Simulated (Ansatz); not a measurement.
The cluster Ga2Se4⁻, relaxed as a doublet with UKS PBE-D4/def2-SVPD in Ansatz, starting from the GFN2-xTB geometry. Force threshold 0.02 eV/Å.

Another isomer (doublet) lies 0.91 eV lower at PBE0-D4/def2-SVP; other spin states weren't run for this one.

Start:

```csv
atom,x (Å),y (Å),z (Å)
Ga1,1.873,1.880,-0.806
Ga2,-1.202,-0.172,0.459
Se3,0.391,-1.800,-0.659
Se4,2.501,-0.902,-0.636
Se5,-3.166,-1.076,1.103
Se6,-0.398,2.071,0.540
```

```
        step   energy (eV)  largest force component (eV/Å)  SCF passes
           1  -366063.0604                           0.622          23
           2  -366063.2492                           0.377          32
           3  -366063.3079                           0.420          36
           4  -366063.3451                           0.163          32
           5  -366063.3572                           0.128          32
           6  -366063.3705                           0.112          30
           7  -366063.3755                           0.112          31
8 (rejected)  -366063.3753                           0.130          26
           9  -366063.3778                           0.014          27
```

Force components are those of the run's own axes.

End:

```xyz
6

Ga    1.817    1.692   -0.528
Ga   -1.121   -0.278    0.407
Se    0.395   -1.860   -0.554
Se    2.445   -0.624   -0.837
Se   -3.168   -0.931    1.118
Se   -0.368    2.001    0.393
```

By distances, no bond broke or formed. The bond that changes most is Ga1–Se4, from 2.86 to 2.42 Å (atoms count from 1).

No frequencies were taken in this run, so the end may be a saddle point.

It took 34 s on 4 threads of Intel Xeon 6975P-C on a shared host, peak host memory 0.7 GiB.
